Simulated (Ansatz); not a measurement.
Cost and result for the atomization energy of C2H7BrO2Si (`CO[SiH](Br)OC`) (13 atoms, 12 bonds).

```xyz
13

C    -2.3862   -0.5099    1.0303
O    -1.3565   -0.5595    0.0663
Si    0.0283    0.2713    0.1270
Br    1.1157   -0.1669    2.0242
O     0.8917   -0.2272   -1.1449
C     2.2118    0.1705   -1.4471
H    -2.7663    0.5090    1.1584
H    -2.0359   -0.8816    1.9976
H    -3.2006   -1.1451    0.6808
H    -0.1894    1.7351    0.1245
H     2.9065   -0.1496   -0.6650
H     2.4951   -0.3027   -2.3875
H     2.2860    1.2566   -1.5645
```

Total charge 0; spin multiplicity 1. Correlated methods include outer-core shells of Br, which these sets cover unevenly. Scalar relativity is left out up to krypton. The geometry is a stationary point of PBE0-D4/def2-TZVP. It is one conformer, not always the lowest. Program: Ansatz. All runs use 2 threads of an AMD EPYC 7R13 on a shared host and a share of an NVIDIA H100 80 GB. Times are those of one run each, without the atoms' runs, and a repeat can differ threefold. Electronic energies, without spin–orbit coupling; frozen cores. CCSD(T)/CBS adds CCSD(T) − MP2 in def2-TZVPP to the MP2 limit, and its time is that of the two runs behind it. T1 = 0.010. With those shells the extrapolation isn't a true limit. B3LYP takes the VWN-RPA correlation (the form of Gaussian; ORCA's B3LYP/G).

CCSD(T)/CBS is a level of theory with its own doubt, some kJ/mol a heavy atom from the limit and from the frozen cores, so smaller differences don't rank the functionals.

```tsv
level	functions	wall time	atomization (kJ/mol)	difference from CCSD(T)/CBS	per bond
PBE-D4/def2-TZVPP (with forces)	312	4.7 s	4982.0	49.2	4.1
PBE0-D4/def2-TZVPP	312	4.7 s	4898.9	-33.9	-2.8
r2SCAN-D4/def2-TZVPP (with forces)	312	4.9 s	4927.3	-5.5	-0.5
ωB97X-V/def2-TZVPP	312	5.5 s	4925.3	-7.5	-0.6
B3LYP-D4/def2-TZVPP (with forces)	312	6.5 s	4899.6	-33.2	-2.8
B2PLYP/def2-TZVPP	312	6.5 s	4856.1	-76.7	-6.4
MP2/def2-QZVPP	597	7 s	4972.1	39.3	3.3
ωB97M-V/def2-TZVPP (with forces)	312	9 s	4923.2	-9.6	-0.8
CCSD(T)/def2-TZVPP	312	9 s	4793.1	-139.7	-11.6
CCSD(T)/CBS(def2)	–	16 s	4932.8	0.0	0.0
```

The D4 term adds +48.7 kJ/mol with B3LYP and +25.9 kJ/mol with PBE0; it sums over pairs of atoms, weighted by their polarisabilities, and B3LYP, whose exchange is more repulsive, gets the larger term. In def2-TZVPP, CCSD(T) changes the Hartree–Fock value by +1201.2 kJ/mol (the triples alone add +69.6 kJ/mol) and MP2 by +1297.1 kJ/mol; breaking electron pairs costs correlation energy, which Hartree–Fock lacks. From PBE to PBE0 (25 % exact exchange), in def2-TZVPP and without D4, the atomization energy moves by −78.7 kJ/mol: exact exchange takes away binding that semilocal exchange gives to molecules.
